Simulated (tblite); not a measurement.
C5H14NSi (doublet state).
SMILES with atom numbers: `[CH3:1][SiH2:2][N:3][C:4]([CH3:5])([CH3:6])[CH3:7]` (hydrogens: H8, H9, H10 on C1; H11, H12 on Si2; H13, H14, H15 on C5; H16, H17, H18 on C6; H19, H20, H21 on C7)

Computed geometry: GFN2-xTB, gas phase. This method treats the open shell by occupation alone, without spin polarisation.

Question: List the bond lengths, angles and torsions at this level.

Answer: 
```tsv
bond	length (pm)	order
C1–Si2	191.5	single
Si2–N3	167.1	single
N3–C4	139.8	single
C4–C5	154.6	single
C4–C6, C4–C7	153.9	single
C1–H8, C1–H9, C1–H10	108.3	single
Si2–H11, Si2–H12	147.4	single
C5–H13 and 8 like bonds	108.7	single
```

Bonds in one row agree within 1 pm and their mean is given. Orders are formal, as drawn. A selection of angles:
```tsv
angle	degrees
Si2–C1–H8	109.2
Si2–C1–H10	111.2
H8–C1–H9	108.8
C1–Si2–N3	106.3
C1–Si2–H11	106.9
N3–Si2–H11	121.1
N3–Si2–H12	105.2
H11–Si2–H12	109.6
Si2–N3–C4	136.3
N3–C4–C5	108.7
N3–C4–C6	111.9
C5–C4–C6	108.1
C5–C4–C7	109.4
C4–C5–H13	109.9
H13–C5–H14	109.4
C4–C7–H19	110.8
H20–C7–H21	108.3
```

Dihedral angles: C1–Si2–N3–C4 -122° (anticlinal); Si2–N3–C4–C5 -68° (synclinal). The mirror-image conformer, all signs reversed, is as good.

Of the pairs four or more bonds apart, Si2···H17 is among the closest relative to their van der Waals radii: 3.10 Å, 94 % of the sum of Bondi's values. Si2 (silicon bonded to C, N and 2 H) is distorted tetrahedral (angles from 105.2° to 121.1°).

Point group: C1 (no symmetry element, even within 0.4 Å). Its lowest GFN2-xTB frequency is 10 cm⁻¹, too small to tell a flat minimum from a shallow saddle. 3 starts were optimised and ended at 0.00, 0.05 and 1.00 kcal/mol (GFN2-xTB); the lowest of these is shown.
